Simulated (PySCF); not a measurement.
AlCl2(OiPr), C₃H₇AlCl₂O.
SMILES: `CC(C)[O][Al]([Cl])[Cl]`

The closed-shell ground state was solved at several levels (PySCF, density fitting, gas phase, non-relativistic). Geometry: PBE0-D3(BJ)/def2-SVP, one conformer, isolated molecule.

```
                          level  basis functions  HOMO (eV)  LUMO (eV)  gap (eV)  dipole (D)
              wB97X-D/def2-SVPD              217     -10.41       0.55     10.96        2.22
B3LYP/pcSseg-1 (pcSseg-2 on Al)              194      -8.25      -1.07      7.18        2.29
 PBE0/pcSseg-1 (pcSseg-2 on Al)              194      -8.50      -0.83      7.67        2.32
```

(1) What might PBE/pcSseg-1 (pcSseg-2 on Al) (194 basis functions) give for the same quantities?

(2) Over all these levels, which gives the widest orbital gap and which the narrowest?

(3) In the pcSseg-1 (pcSseg-2 on Al) basis, how does the gap go with the fixed share of exact exchange?

(4) How far do the dipole and the HOMO energy spread over the levels?

Answers

(1) HOMO -7.00 eV, LUMO -1.69 eV, gap 5.31 eV, dipole 2.26 D.

(2) wB97X-D/def2-SVPD (range-separated hybrid) has the widest, 10.96 eV, and PBE/pcSseg-1 (pcSseg-2 on Al) (GGA) the narrowest, 5.31 eV. Functional and basis both differ between the two, so the spread mixes both effects.

(3) PBE (0 %) 5.31 eV; B3LYP (20 %) 7.18 eV; PBE0 (25 %) 7.67 eV. Each rise in the share widens the gap here.

(4) The dipole runs from 2.22 to 2.32 D (mean 2.27 D) and the HOMO from -10.41 to -7.00 eV.
